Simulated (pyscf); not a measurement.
Structures and frequencies: ωB97X-D3(BJ)/def2-SVP in PySCF.

Q: How much does it cost (ΔH, 298 K, ωB97M-D3(BJ)/def2-TZVP) to split HO–B(OH)–O–W(F)(F)(F)(F)–F (SMILES OB(O)[O][W]([F])([F])([F])([F])[F]) at its O–W bond into •O–B(OH)–OH + [F–W(F)(F)(F)–F]•?

A: O–W to •O–B(OH)–OH + [F–W(F)(F)(F)–F]•: 92.0 kcal/mol. The 7 functionals that were run give +92.0 (ωB97M-D3(BJ)/def2-TZVP) to +101.2 kcal/mol (r²SCAN). The radicals are drawn with the spin at the cut bond; how far it spreads was not checked. Other isomers of •O–B(OH)–OH were not searched in full and may lie lower. Open-shell species with a d-block atom are single-reference here; other states, and whether the spin sits on metal or ligand, were not checked. Elements past Kr carry the def2 core potentials, without spin-orbit coupling.
